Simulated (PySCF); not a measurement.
Compound: C₆H₁₁ClOSi.
SMILES: `CCO[Si]1(Cl)CC=CC1`

A linear-response calculation (PySCF, def2-SVPD basis, gas phase, vertical, core orbitals frozen in the response) gave these numbers; the functional is withheld.

Orbital energies (eV): HOMO-3 -10.33, HOMO-2 -9.87, HOMO-1 -9.34, HOMO -8.61, LUMO 1.13, LUMO+1 1.41, LUMO+2 1.53.

```csv
state,E (eV),f,"main configurations (H = HOMO, L = LUMO)"
S1,6.90,0.0068,"H→L+2 (68%), H→L (28%)"
S2,7.15,0.196,H→L+1 (84%)
S3,7.23,0.0048,H-1→L+1 (83%)
S4,7.51,0.0067,"H→L (44%), H→L+2 (18%), H→L+7 (14%)"
S5,7.71,0.0084,H→L+5 (76%)
S6,7.74,0.067,H-1→L (66%)
```

Triplets (Tamm–Dancoff): T1 4.29 eV, H→L+1 (91%); T2 6.77 eV, H→L+2 (67%), H→L (26%); T3 7.06 eV, H-1→L+1 (78%); T4 7.35 eV, H→L (28%), H→L+7 (20%), H→L+5 (15%).

Vertical ionisation energy by ΔSCF with the same functional: 9.36 eV. Mean static polarisability: 108.7 au.

Task: Which of these was used?
A. CAM-B3LYP
B. HF
C. B3LYP
D. PBE

Result: A. CAM-B3LYP is range-separated, 19% exact exchange at short range and 65% at long range (ω = 0.33 bohr⁻¹). In this run −ε(HOMO) = 8.61 eV differs from the ΔSCF value by -0.75 eV, and S1 differs from the orbital gap of 9.74 eV by -2.84 eV. The ratio −ε(HOMO)/IP is 0.92. Usual ranges for neutral molecules in this basis: 0.85 to 0.93 with CAM-B3LYP, 0.5 to 0.7 with PBE, 0.67 to 0.83 with B3LYP; with Hartree–Fock the ratio is 1 or more (Koopmans' value less the relaxation energy is the ΔSCF value).

Level of theory: TDDFT CAM-B3LYP/def2-SVPD, vertical, gas phase, core orbitals frozen in the response in PySCF. Geometry: PBE0-D3(BJ)/def2-SVP, one conformer, isolated molecule.
